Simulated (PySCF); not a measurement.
C₃H₁₀OSi₂, SMILES C[Si@H]1CO[C@H]1[SiH3]. Coordinates come from a PBE-D3(BJ)/def2-SVP optimisation. The structure was generated by enumeration; whether it is a known compound was not checked.

### Question
Give the equilibrium geometry at PBE-D3(BJ)/def2-SVP (PySCF confirms it by a frequency run) as bond lengths and angles. (An estimate is asked for; the answer gives what the named calculation found.)

### Answer

Atoms: C1 Si2 C3 O4 C5 Si6 H7 H8 H9 H10 H11 H12 H13 H14 H15 H16. Bond lengths (Å): C1–Si2 1.883, C1–H7 1.108, C1–H8 1.110, C1–H9 1.110, Si2–C3 1.918, Si2–C5 1.924, Si2–H10 1.508, C3–O4 1.451, C3–H11 1.112, C3–H12 1.115, O4–C5 1.468, C5–Si6 1.901, C5–H13 1.115, Si6–H14 1.509, Si6–H15 1.504, Si6–H16 1.506. Bond angles (°): Si2–C1–H7 111.1, Si2–C1–H8 110.6, Si2–C1–H9 110.7, H7–C1–H8 108.4, H7–C1–H9 108.3, H8–C1–H9 107.6, C1–Si2–C3 119.8, C1–Si2–C5 119.7, C1–Si2–H10 109.8, C3–Si2–C5 73.3, C3–Si2–H10 115.5, C5–Si2–H10 114.9, Si2–C3–O4 91.6, Si2–C3–H11 118.4, Si2–C3–H12 115.7, O4–C3–H11 110.8, O4–C3–H12 111.5, H11–C3–H12 107.8, C3–O4–C5 103.6, Si2–C5–O4 90.9, Si2–C5–Si6 118.7, Si2–C5–H13 115.0, O4–C5–Si6 109.3, O4–C5–H13 110.6, Si6–C5–H13 110.4, C5–Si6–H14 110.4, C5–Si6–H15 111.0, C5–Si6–H16 109.5, H14–Si6–H15 109.0, H14–Si6–H16 108.5, H15–Si6–H16 108.4.
Charge 0, spin multiplicity 1.
